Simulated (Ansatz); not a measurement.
Two structures, one formula

The two ends of one reaction step of SnSiH$_{8}$O, closed shell (PBE0-D4/def2-TZVP).

A:

```xyz
11
angstrom
Sn -1.3430 -0.7200 -0.4678
O 1.8262 -0.9741 -0.0869
H -1.1094 -2.0529 0.5707
H -3.0367 -0.4969 -0.6288
H -0.7357 -1.0960 -2.0167
H 2.4575 -0.4987 -0.6321
Si -0.2448 1.3909 0.4734
H 2.2350 -1.0456 0.7789
H 0.7706 1.9241 -0.4743
H -1.2461 2.4671 0.7140
H 0.4263 1.1021 1.7696
```

B:

Sn1  (-0.647, -1.695, -0.599)
O2  (1.295, -1.963, -0.405)
H3  (-1.397, -3.229, -0.673)
H4  (-1.210, -0.811, 0.753)
H5  (-0.776, -0.824, -2.050)
H6  (1.161, 1.096, 0.113)
Si7  (0.243, 2.191, 0.516)
H8  (1.534, -2.435, 0.395)
H9  (0.927, 3.501, 0.368)
H10  (-0.965, 2.166, -0.349)
H11  (-0.165, 2.003, 1.932)
(Å)

Computed with Ansatz 0.2.0 (basis: def2-TZVPP); correlated methods freeze the cores. Filled d shells of the heavier atoms are correlated. Core potentials replace the inner electrons of the atoms past krypton. The def2 sets are not built for correlating such inner shells, so the correlated values are less sure here. B3LYP uses VWN-RPA correlation.

(1) Which structure is lower at CCSD(T), and by how much? (Judge from chemistry; the value comes from the calculation.)

No T1 diagnostic of these runs exceeds 0.014.

Results:

(1) Computed: A, by 22.3 kJ/mol (electronic energy, against the other). By their contacts, A is a complex of SnSiH₆ ([SiH3][SnH3]) + H₂O and B is a complex of SnH₄O ([OH][SnH3]) + SiH₄.

All methods give the same order:

| method | E(B) − E(A) (kJ/mol) |
| --- | --- |
| SPW92 | 43.7 |
| PBE-D4 | 32.9 |
| BLYP-D4 | 17.5 |
| r2SCAN-D4 | 25.4 |
| B97M-V | 19.1 |
| PBE0-D4 | 35.2 |
| B3LYP-D4 | 20.9 |
| r2SCAN0-D4 | 30.2 |
| BHLYP-D4 | 21.6 |
| CAM-B3LYP-D4 | 17.2 |
| wB97X-V | 20.0 |
| wB97M-V | 24.5 |
| B2PLYP | 16.7 |
| PBE-QIDH | 29.6 |
| RPA on PBE | 14.3 |
| HF | 6.3 |
| MP2 | 21.9 |
| CCSD | 21.7 |
| CCSD(T) | 22.3 |

Labels in which every atom is bracketed show which atoms are joined, not bond orders.

For scale, one of the runs: CCSD(T)/def2-TZVPP, 235 basis functions, launched by `ansatz run in.yaml --threads 4 --pin off --events-out ev --progress --plain --max-ram 9574MiB`. The run took 3.5 min on 4 CPU threads of an Arm Neoverse N1 (shared host), with 4.5 GiB of host memory at its peak.
